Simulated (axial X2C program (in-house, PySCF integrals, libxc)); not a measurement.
# AlI⁻: cheaper levels and CCSD(T), two-component

Computed with an in-house relativistic program for diatomic molecules. Two-component (2c) means X2C with spin–orbit coupling and atomic mean-field two-electron Coulomb and Gaunt terms. Basis: I dyall-acv3z [12s13p9d5f1g], Al dyall-av3z [9s9p3d2f] (cores contracted in-house); Gaussian nuclei, density fitting, unrestricted open shells. Masses: I 126.904 u, Al 26.982 u.

State: Ω = 1/2 (⟨Sz⟩ = -0.50, ⟨Lz⟩ = 1.00 at HF); fragments I- + Al.

| level | Re (Å) | ωe (cm⁻¹) | De (eV) |
| --- | --- | --- | --- |
| PBE0 | 2.762 | 209.5 | 1.21 |
| HF | 2.882 | 165.4 | 0.638 |
| MP2 | 2.774 | 203.6 | 1.14 |
| CCSD | 2.797 | 194.5 | 1.08 |
| PW91 | 2.770 | 207.1 | 1.27 |

Correlated methods: 11 electrons correlated (number of frozen shells: I 4 s, 3 p, 2 d; Al 2 s, 1 p), 281 virtual spin orbitals or spinors in MP2, 90 natural virtuals in coupled cluster.

CCSD(T), same Hamiltonian and basis:

Re = 2.788 Å, ωe = 199.4 cm⁻¹, De = 1.14 eV; T1 = 0.015 (Lee–Taylor normalisation).

(1) Give the differences from CCSD(T) in the columns below.

The state is one determinant whose occupation by symmetry is held fixed; it was picked as the lowest of a PBE0 search that is not exhaustive. De is counted from the lowest determinant-based energies of the atoms at the same level, without counterpoise correction. Density functionals use the spin component along the axis (collinear). Coupled cluster ran in a truncated set of natural virtual spinors; the MP2 energy of the rest was added. (T) has no such correction and the atoms are truncated less, which lowers De at CCSD(T) by a hundredth of an eV or more. The 2c atoms are single determinants rather than J levels; their spin–orbit lowering is only partly caught, and De is too large by that part. This holds for PBE0, MP2, CCSD, PW91, CCSD(T). Without a current term, density functionals place determinants with orbital angular momentum somewhat too high. The highest occupied level of some functionals is positive through self-interaction error; at Hartree–Fock it is bound. Hartree–Fock gets electron affinities wrong, so its lowest charge split need not be the true one.

Results:

(1) 

| level | ΔRe (Å) | Δωe (cm⁻¹) | ΔDe (eV) |
| --- | --- | --- | --- |
| PBE0 | -0.026 | 10.1 | 0.07 |
| HF | 0.094 | -34.0 | -0.50 |
| MP2 | -0.014 | 4.2 | 0.00 |
| CCSD | 0.009 | -4.9 | -0.06 |
| PW91 | -0.018 | 7.7 | 0.13 |
